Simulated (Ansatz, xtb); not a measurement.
**Relative energy of two isomers of AlFH4NP**

Structure a is `[F][AlH][NH]P`, a singlet and structure b is `[F][Al@@H-]1[NH2+][PH]1`, a singlet. Both are isolated molecules in the gas phase, relaxed with B3LYP-D3(BJ)/def2-SVP; the shapes shown needn't be the lowest conformers.

a (Å):

```yaml
atoms:
  - { symbol: Al, position_ang: [-2.4608, -0.0061, -1.3918] }
  - { symbol: F, position_ang: [-4.0901, 0.1322, -1.7181] }
  - { symbol: N, position_ang: [-1.7306, 1.2091, -0.3126] }
  - { symbol: P, position_ang: [-0.0898, 1.3803, 0.2422] }
  - { symbol: H, position_ang: [-1.6233, -1.1704, -2.0224] }
  - { symbol: H, position_ang: [-2.3149, 1.9478, 0.0733] }
  - { symbol: H, position_ang: [0.2009, 0.0328, 0.6412] }
  - { symbol: H, position_ang: [0.6282, 1.2163, -0.9895] }
```

b (Å):

```xyz
8

Al    1.3159    0.8294   -0.9597
F     0.4769    0.5552   -2.3881
N     0.0564    0.7755    0.5604
P     0.5759    2.6160    0.3800
H     2.6788    0.0841   -0.7110
H     0.3297    0.4033    1.4713
H    -0.9439    0.6104    0.4369
H    -0.5000    2.8689   -0.5282
```

Energies in hartree; the thermal terms are from B3LYP-D3(BJ)/def2-SVP harmonic frequencies (ideal gas, rigid rotor, one conformer each, 298.15 K, 1 atm) and include the zero-point energy:

```
                               a           b
E, CCSD(T)/def2-TZVP  −739.813787  −739.804241
   zero-point energy     0.043624     0.046661
        H(298 K) − E     0.051042     0.053451
        G(298 K) − E     0.012761     0.017410
```

Problem. Work out ΔE, ΔE₀, ΔH and ΔG for a → b in kJ/mol (1 Eh = 2625.50 kJ/mol) and the equilibrium ratio [b]/[a].

Solution. 1. ΔE = −739.804241 − (−739.813787) = +0.009546 Eh = +25.06 kJ/mol.
2. ΔE₀ = ΔE + ΔZPE = +0.009546 + (+0.003037) Eh = +33.04 kJ/mol.
3. ΔH = ΔE + (+0.002409) Eh = +31.39 kJ/mol.
4. ΔG = ΔE + (+0.004649) Eh = +37.27 kJ/mol, so ΔS = (ΔH − ΔG)/T = −19.7 J/(mol K).
5. kT = 0.9442 mEh, so K = [b]/[a] = exp(−ΔG/kT) = exp(−15.03) ≈ 3.0 × 10^−7.

Structure a is favoured at this temperature. An error of 4 kJ/mol in ΔG would change K by a factor of 5. Mirror images and further conformers aren't counted.

As drawn, b has 1 Al–P, 1 N–H in place of 1 P–H. Structure a has no ring, b a 3-membered ring.

Other levels gave ΔE = +68.5 (GFN2-xTB); +42.5 (HF/STO-3G, GFN2-xTB geometries); +2.2 (r2SCAN-D4/def2-SVP, GFN2-xTB geometries); +12.8 (B3LYP-D3(BJ)/def2-SVP); +48.8 (HF/def2-TZVP); +29.6 (MP2/def2-TZVP) kJ/mol. The correlated steps freeze 12 core orbitals. Programs: Ansatz 0.2.0, xtb 6.7.1.
